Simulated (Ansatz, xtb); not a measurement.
## Isomers of CH11PSi3 in order of energy

4 gas-phase structures of CH11PSi3, from a drawn sample of its isomers (lower ones may exist). Each was relaxed with GFN2-xTB; where two conformers were screened, the lower at r2SCAN-D4/def2-SVP is listed:

A. `[SiH3][SiH2]C[SiH2]P`, a singlet
B. `[SiH3]C([SiH3])[SiH2]P`, a singlet
C. `C[SiH2]P([SiH3])[SiH3]`, a singlet
D. `C[SiH2][Si@H]([SiH3])P`, a singlet

Question: Which do you expect lowest at r2SCAN-D4/def2-SVP, and how would the others follow?

Answer: Calculated order at r2SCAN-D4/def2-SVP: C (0.0), D (12.1), B (13.8), A (15.6) kcal/mol.

Energies above the lowest of each column, in kcal/mol; the last columns are at B3LYP-D3(BJ)/def2-SVP geometries (a dash: not run or not comparable):

```csv
structure,GFN2-xTB,HF/STO-3G,r2SCAN-D4/def2-SVP,B3LYP-D3(BJ)/def2-SVP,CCSD(T)/def2-SVP + ΔMP2/def2-TZVPP
C,0.0,0.0,0.0,0.0,0.0
D,27.8,4.8,12.1,10.1,12.6
B,17.6,14.3,13.8,12.2,–
A,23.1,9.6,15.6,13.1,–
```

Every level run on C puts it lowest or level with the lowest. Some further structures that were screened fall inside this span and aren't listed. Flexible structures stand in one conformer each, not always the lowest. Frequencies (GFN2-xTB) were run for C, D alone. ΔMP2 is the change of the MP2 energy from the smaller to the larger basis.

Over these structures GFN2-xTB departs from r2SCAN-D4/def2-SVP by 4.8 kcal/mol on average once a common shift is removed. A GFN2-xTB relaxation took about 0.16 s and the r2SCAN-D4/def2-SVP energy about 2.2 s on a shared host (Ansatz 0.2.0, xtb 6.7.1).
